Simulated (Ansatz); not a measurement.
A structure relaxed at PBE0-D4/def2-TZVP, charge 0, multiplicity 1:

```xyz
12

Si    1.534    1.023   -0.173
C    -0.329    1.178   -0.142
C    -1.217    0.185   -0.015
Si   -0.846   -1.629    0.243
H     1.952   -0.310   -0.678
H     2.078    2.073   -1.074
H     2.111    1.231    1.183
H    -0.719    2.191   -0.263
H    -2.276    0.449   -0.042
H     0.452   -1.818    0.939
H    -0.811   -2.358   -1.054
H    -1.929   -2.216    1.076
```

Give its formula and SMILES.

C2H8Si2, `[SiH3]/C=C\[SiH3]`.

Point group (tolerance 0.08 Å, 0.16 Å for H)?

C2.

Summarise the bond lengths by kind.

2 × C–Si 1.869 to 1.870 Å; 6 × H–Si 1.485 to 1.488 Å; 1 × C–C 1.338 Å; 2 × C–H 1.092 Å.

All numbers were calculated with Ansatz.
